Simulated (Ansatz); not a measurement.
## Ligand exchange: GeH(SH) + SiH3(SH) → Ge(SH)2 + SiH4

Species: GeH(SH), singlet; SiH3(SH) (sulfanylsilane), singlet; Ge(SH)2, singlet; SiH4 (silane) `[SiH4]`, singlet. The partners trade H for SH: Ge–H and Si–SH bonds give way to Ge–SH and Si–H.

Shapes, held fixed at every level: PBE0-D4/def2-TZVP. Flexible molecules stand in one conformer, not always the lowest. Programs: Ansatz 0.2.0. The zero-point and thermal change to 298 K, harmonic and unscaled (PBE0-D4/def2-TZVP), is +1.4 kJ/mol.

```csv
level,kind,ΔH(298 K) (kJ/mol),less CCSD(T)/def2-TZVPP
HF/def2-SVP,Hartree–Fock,-35.3,+7.1
B3LYP-D4/def2-TZVPP,global hybrid,-49.4,-7.0
wB97X-V/def2-TZVPP,range-separated hybrid,-39.0,+3.4
B2PLYP/def2-TZVPP,double hybrid,-45.8,-3.4
MP2/def2-TZVPP,perturbation theory,-46.1,-3.7
CCSD/def2-SVP,coupled cluster or CI,-40.7,+1.7
CCSD(T)/def2-TZVPP,coupled cluster or CI,-42.4,0.0
```

The highest level, CCSD(T)/def2-TZVPP, gives ΔH(298 K) = -42.4 kJ/mol; the levels span -49.4 to -35.3. The column of differences is taken from that level and isn't an error. No measured value is set beside it here. Relativity is left out for Ge unless named. Correlated rows may include outer-core shells of Ge, which these sets cover unevenly.
